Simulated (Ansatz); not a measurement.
Energy needed to pull apart InHCl2O (SMILES [OH][In]([Cl])[Cl]), singlet, into free ground-state atoms, from the structure below (displaced at random from its PBE0-D4/def2-TZVP minimum); no zero-point or spin–orbit terms; open-shell atoms are treated unrestricted, in their ground-state multiplicity.

O1  (-0.387, 1.439, -0.193)
In2  (-0.085, -0.254, -0.353)
Cl3  (1.686, -1.306, 1.020)
Cl4  (-1.667, -1.839, -1.343)
H5  (0.104, 1.925, 0.437)
(Å)

Ansatz 0.2.0; basis: def2-TZVPP; cores frozen in the correlated methods. Filled d shells of the heavier atoms are correlated. Core potentials replace the inner electrons of the atoms past krypton. The def2 sets are not built for correlating such inner shells, so the correlated values are less sure here.

| method | atomization energy (kJ/mol) |
| --- | --- |
| PBE-D4 | ? |
| r2SCAN-D4 | 1325 |
| PBE0-D4 | ? |
| wB97M-V | 1319 |
| HF | 852 |
| MP2 | 1325 |
| CCSD | 1229 |
| CCSD(T) | 1266 |

**Question.** What does PBE-D4 give? (Judge from chemistry; the value comes from the calculation.)

**Answer.** By the calculation: 1337 kJ/mol, which is about 71 kJ/mol more than CCSD(T)/def2-TZVPP.

**Question.** What does PBE0-D4 give? (To be estimated.)

**Answer.** The calculation gives: 1298 kJ/mol, which is about 32 kJ/mol more than CCSD(T)/def2-TZVPP.

In triple zeta the MP2 and coupled-cluster atomization energies are still short of their basis limit by a few kcal/mol a bond, whereas those of the functionals are nearly converged, so these differences are not deviations from converged CCSD(T).

T1 diagnostic: at most 0.015.

For scale, one of the runs: CCSD(T)/def2-TZVPP forces, 179 basis functions (an equivalent command: `ansatz run in.yaml --threads 4`). Time: 4.2 min of wall clock on 4 CPU threads; the host was shared. Peak host memory: 3.4 GiB.
